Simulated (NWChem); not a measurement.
System: N2H3, doublet; SMILES [NH]N

NWChem input:

```
start job
memory heap 200 mb stack 900 mb global 1100 mb
geometry units angstroms
  N     -0.120994    -0.752145     0.007309
  N     -0.014192     0.576370    -0.063059
  H      0.840159    -1.110500    -0.047594
  H      0.835136     1.057311     0.231067
  H     -0.867317     1.075948     0.166440
end
basis spherical
  N library 6-31g*
  H library 6-31g*
end
dft
  odft
  mult 2
  xc b3lyp
  iterations 150
end
driver
  maxiter 120
end
task dft optimize
task dft freq
```

No stability test was run on the SCF state.

The level has its own optimisation; frequencies are unscaled. Brackets give each atom's bonded neighbours.

Predict the main results of this run. (B3LYP/6-31G* (spherical d), spin-unrestricted.) Quantities: basis functions; r N–N (Å); r H–N [H(N)–N(HN)] (Å); highest harmonic frequency (cm⁻¹); lowest (cm⁻¹); zero-point energy (kcal/mol); dipole (D).


```
Property                           Result
---------------------------------  ------
number of basis functions              34
r N–N (Å)                           1.358
r H–N [H(N)–N(HN)] (Å)              1.029
highest harmonic frequency (cm⁻¹)    3598
lowest (cm⁻¹)                         650
zero-point energy (kcal/mol)         24.9
dipole (D)                           2.61
```
